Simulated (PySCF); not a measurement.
Electron correlation in Cs¹⁴⁺ (caesium, charge +14)

[Kr] 4d5, high-spin 6S determinant. Computed with PySCF 2.14 in an uncontracted even-tempered set (21 s from 0.53 bohr⁻², ratio 2.5; 15 p from 0.68 bohr⁻², ratio 2.5; 10 d from 0.68 bohr⁻², ratio 2.5; 4 f from 3.9 bohr⁻², ratio 2.7; 4 g from 5.9 bohr⁻², ratio 2.7), with scalar relativity by spin-free X2C-1e. Frozen: [Ar] 3d10; 13 electrons correlated; the 48 highest virtual orbitals of each spin left out.

MP2 pair energies summed by pair of shells (mhartree):

```tsv
pair	energy	share (%)
4p-4d	-200.61	47.7
4p-4p	-80.78	19.2
4d-4d	-69.97	16.6
4s-4p	-36.77	8.7
4s-4d	-27.45	6.5
4s-4s	-4.75	1.1
```

Total MP2 correlation energy: -420.31 mhartree.

At this charge the one-electron X2C treatment keeps the bare 1/r₁₂, with no two-electron picture change or Breit term. The effect here is smaller than on the frozen 1s shell; and a scalar Hamiltonian misses the large spin-orbit splitting of the p shells, which matters for ns² → np² pairs.
